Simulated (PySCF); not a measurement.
ClHO2SW, multiplicity 1. Atoms are numbered in the order given.

```xyz
6

W      0.2067    -0.0611     0.0609
O      1.3216    -0.8456    -0.9699
O      0.8282    -0.0523     1.6510
Cl    -0.1709     2.0772    -0.6742
S     -1.7435    -1.3672     0.1655
H     -1.6936    -1.7311    -1.1412
```
Charge 0, spin multiplicity 1.

Geometry: B3LYP-D3(BJ)/def2-SVP. The spin state was assumed, not searched. The structure was generated by enumeration; whether it is a known compound was not checked. The def2 effective core potentials stand for the cores of W; spin–orbit coupling is left out. Other conformers were not sampled.

Calculation: PBE/def2-TZVP run with PySCF.

Atomic charges (e):

```json
[
 {"atom": "W1", "Löwdin": "0.18", "Mulliken": "1.16"},
 {"atom": "O2", "Löwdin": "(withheld)", "Mulliken": "-0.38"},
 {"atom": "O3", "Löwdin": "(withheld)", "Mulliken": "-0.38"},
 {"atom": "Cl4", "Löwdin": "(withheld)", "Mulliken": "-0.27"},
 {"atom": "S5", "Löwdin": "0.11", "Mulliken": "-0.33"},
 {"atom": "H6", "Löwdin": "(withheld)", "Mulliken": "0.19"}
]
```

Q: Complete the blanks. (The exact figures need the calculation; the answer reports its results.)

A: 
- O2, Löwdin: -0.23
- O3, Löwdin: -0.22
- Cl4, Löwdin: 0.09
- H6, Löwdin: 0.08
